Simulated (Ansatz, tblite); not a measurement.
Series Sivinyl3X: gap (eV) at several levels, gas phase, relaxed structures; Ansatz, xTB through tblite. The structures are stationary points that may keep the symmetry of their start.

```
                      species    state            geometry  GFN1-xTB  PBE-D4/def2-SVP  PBE-D4/def2-TZVP  r2SCAN-D4/def2-TZVP  PBE0-D4/def2-SVP
      Si(vinyl)3Br (C6H9BrSi)  singlet  r2SCAN-D4/def2-SVP      4.10             4.95              4.85                 5.24              7.05
  Si(vinyl)3(NMe2) (C8H15NSi)  singlet     PBE-D4/def2-SVP      2.86             3.13              3.10                 3.50              5.40
 Si(vinyl)3(NEt2) (C10H19NSi)  singlet  r2SCAN-D4/def2-SVP      2.99             3.17              3.13                 3.54              5.46
Si(vinyl)3(NiPr2) (C12H23NSi)  singlet  r2SCAN-D4/def2-SVP      3.35             3.37              3.29                 3.72              5.69
```

Question: Estimate the column for PBE0-D4/def2-TZVP.

Answer: Si(vinyl)3Br (C6H9BrSi) 6.91; Si(vinyl)3(NMe2) (C8H15NSi) 5.34; Si(vinyl)3(NEt2) (C10H19NSi) 5.38; Si(vinyl)3(NiPr2) (C12H23NSi) 5.57.

Over the 4 species that have every level, the mean is 3.32 at GFN1-xTB, 3.66 at PBE-D4/def2-SVP, 3.60 at PBE-D4/def2-TZVP, 4.00 at r2SCAN-D4/def2-TZVP, 5.90 at PBE0-D4/def2-SVP, 5.80 at PBE0-D4/def2-TZVP. Orbital gaps grow with the share of exact exchange and aren't one observable across functionals.
